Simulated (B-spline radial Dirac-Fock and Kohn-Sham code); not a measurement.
# EELS cross sections of the Rh L2 edge

System: neutral rhodium, [Kr] 4d8 5s1. Level of theory: the first Born approximation with generalised oscillator strengths from a Dirac-Hartree-Slater potential (longitudinal and transverse terms; continuum final states only, so no white lines or fine structure); a B-spline atomic structure program. The edge is taken at 3146.0 eV (tabulated value).

Edge shape dσ/dE in barn per eV:

```
E − edge (eV)  80 kV, 100 mrad  120 kV, 100 mrad  300 kV, 100 mrad
            1            0.418             0.374             0.288
            3            0.483             0.431             0.332
            6            0.548             0.489             0.375
           10            0.605             0.539             0.413
           15            0.650             0.579             0.443
           20            0.676             0.602             0.461
           30            0.691             0.616             0.472
           40            0.684             0.610             0.467
           50            0.671             0.599             0.459
           65            0.656             0.586             0.450
           80            0.646             0.577             0.444
          100            0.635             0.568             0.437
          125            0.618             0.554             0.427
          150            0.601             0.539             0.416
          200            0.571             0.514             0.398
          250            0.543             0.490             0.381
          300            0.515             0.466             0.364
```

For the first setting the maximum lies 30 eV above the edge. The intensity 300 eV above the edge is 75 % of the maximum.

Values without a named source are computed, but for edge energies of neutral atoms, which are taken from tables.
